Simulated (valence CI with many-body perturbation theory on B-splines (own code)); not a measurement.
As28+: calculated level list

Computed by valence CI with perturbative core correlation (CI+MBPT): three valence electrons over a frozen Dirac-Fock core [He], radial functions for each j: 11 s, 11 p, 10 d, 8 f, 5 g, 2 h, with the one-electron correlation potential Σ1, the two-electron term Σ2, the three-electron term Σ3, Breit, model QED; selected CI, second order for the rest, scaled by the run's own slope (own B-spline code, finite nucleus).

The last digits are not significant, and no measured levels were compared; by estimate large intervals hold to a few tenths of a per cent, small ones and those within an open d or f shell to about a per cent.

Levels 91 to 135 of 209, with energies above the lowest level, (2s^2 2p1/2) J=1/2. "Leading %" is the weight of the configuration and term that name the level; weights of strongly mixed levels are sums over their largest components and can fall short. In the jj column 3d3/2^4 stands for four electrons in 3d with j = 3/2. Lifetimes count E1, E2, E3, M1 and M2 decay at the calculated energies, and are blank where another channel may lead or the interval is too uncertain; long ones can be off by a factor of two.

```
No.  Configuration  Term    J  E (eV)  Leading %                Leading jj  Lifetime      g
 91         2p2 3d    4F  5/2  1987.2         49  2p1/2 2p3/2 3d3/2 (92 %)    162 fs  0.987
 92         2p2 3d    4D  1/2  1988.3         81  2p1/2 2p3/2 3d3/2 (99 %)    159 fs  0.192
 93         2p2 3d    4F  7/2  1988.6         67  2p1/2 2p3/2 3d5/2 (91 %)    640 fs  1.273
 94         2p2 3p   2P°  1/2  1990.0         78  2p1/2 2p3/2 3p3/2 (82 %)   69.7 fs  0.777
 95         2p2 3d    2F  7/2  1993.9         43  2p1/2 2p3/2 3d3/2 (71 %)   8.05 ps  1.174
 96         2p2 3d    2F  5/2  1995.4         40  2p1/2 2p3/2 3d5/2 (87 %)   26.0 fs  1.211
 97         2p2 3d    4D  3/2  1995.8         43  2p1/2 2p3/2 3d5/2 (84 %)   41.9 fs  1.226
 98         2p2 3d    4F  9/2  1997.2         60  2p1/2 2p3/2 3d5/2 (93 %)   14.6 ps  1.239
 99         2p2 3d    4D  5/2  2003.1         36  2p1/2 2p3/2 3d3/2 (50 %)   20.0 fs  1.304
100         2p2 3d    4P  3/2  2005.1         54  2p1/2 2p3/2 3d3/2 (80 %)   14.6 fs  1.445
101         2p2 3d    4P  1/2  2006.3         50  2p1/2 2p3/2 3d3/2 (65 %)   16.9 fs  2.194
102         2p2 3p   2D°  3/2  2008.3         36      2p3/2^2 3p1/2 (89 %)   57.2 fs  1.309
103         2p2 3d    2P  1/2  2009.6         42         2p3/2^2 3s (35 %)   21.4 fs  1.393
104         2p2 3d    2F  7/2  2009.8         41  2p1/2 2p3/2 3d5/2 (73 %)   19.8 fs  1.083
105         2p2 3p   2D°  5/2  2011.0         62      2p3/2^2 3p1/2 (87 %)   51.5 fs  1.122
106         2p2 3d    2D  5/2  2011.1         61  2p1/2 2p3/2 3d5/2 (58 %)   12.1 fs  1.108
107         2p2 3p   2D°  5/2  2011.9         56      2p3/2^2 3p3/2 (93 %)   74.8 fs  1.290
108         2p2 3d    2D  3/2  2012.6         77  2p1/2 2p3/2 3d5/2 (90 %)   21.5 fs  0.877
109         2p2 3p   2F°  7/2  2013.2         57      2p3/2^2 3p3/2 (93 %)   85.7 fs  1.258
110         2p2 3d    2P  1/2  2014.0         43         2p3/2^2 3s (44 %)   47.8 fs  1.346
111         2p2 3p   2P°  1/2  2014.7         75      2p3/2^2 3p3/2 (83 %)   63.2 fs  0.979
112         2p2 3p   2P°  3/2  2033.3         66      2p3/2^2 3p3/2 (95 %)   63.2 fs  1.269
113         2p2 3d    2F  7/2  2036.8         55      2p3/2^2 3d5/2 (96 %)    595 fs  1.209
114         2p2 3d    2G  9/2  2038.9         60      2p3/2^2 3d5/2 (93 %)   13.5 ps  1.197
115         2p2 3p   2P°  1/2  2041.5         89      2p3/2^2 3p1/2 (90 %)   59.4 fs  0.668
116         2p2 3d    2D  3/2  2042.0         56      2p3/2^2 3d3/2 (91 %)   19.7 fs  1.039
117         2p2 3d    2D  5/2  2042.1         39      2p3/2^2 3d3/2 (75 %)   17.8 fs  1.202
118         2p2 3d    2P  1/2  2042.6         80      2p3/2^2 3d3/2 (44 %)   32.1 fs  0.800
119         2p2 3d    2F  7/2  2045.5         57      2p3/2^2 3d3/2 (91 %)   14.3 fs  1.081
120         2p2 3p   2P°  3/2  2050.3         80      2p3/2^2 3p3/2 (92 %)   69.2 fs  1.318
121         2p2 3d    2S  1/2  2051.8         62      2p3/2^2 3d3/2 (45 %)   19.6 fs  2.041
122         2p2 3d    2P  3/2  2054.8         66      2p3/2^2 3d5/2 (87 %)   15.7 fs  1.276
123         2p2 3d    2D  5/2  2056.0         61      2p3/2^2 3d5/2 (82 %)   14.6 fs  1.101
124         2p2 3d    2D  5/2  2077.2         80      2p3/2^2 3d5/2 (90 %)   23.7 fs  1.187
125         2p2 3d    2D  3/2  2077.7         90      2p3/2^2 3d3/2 (89 %)   17.0 fs  0.802
126         2s2 4s    2S  1/2  2337.4         96            2s^2 4s (96 %)    211 fs  2.000
127         2s2 4p   2P°  1/2  2349.7         96         2s^2 4p1/2 (96 %)    360 fs  0.664
128         2s2 4p   2P°  3/2  2354.7         96         2s^2 4p3/2 (96 %)    384 fs  1.333
129         2s2 4d    2D  3/2  2364.6         96         2s^2 4d3/2 (96 %)   43.6 fs  0.798
130         2s2 4d    2D  5/2  2366.1         96         2s^2 4d5/2 (96 %)   44.7 fs  1.199
131         2s2 4f   2F°  5/2  2371.9         96         2s^2 4f5/2 (96 %)   98.1 fs  0.855
132         2s2 4f   2F°  7/2  2372.6         96         2s^2 4f7/2 (96 %)   98.7 fs  1.142
133       2s 2p 4s   4P°  1/2  2395.1         83        2s 2p1/2 4s (99 %)    227 fs  2.324
134       2s 2p 4s   4P°  3/2  2402.8         79        2s 2p1/2 4s (89 %)    210 fs  1.645
135       2s 2p 4s   2P°  1/2  2405.8         85        2s 2p1/2 4s (89 %)    231 fs  0.948
```

Where two levels of one J and parity lie close, their mixing, g and order are uncertain.
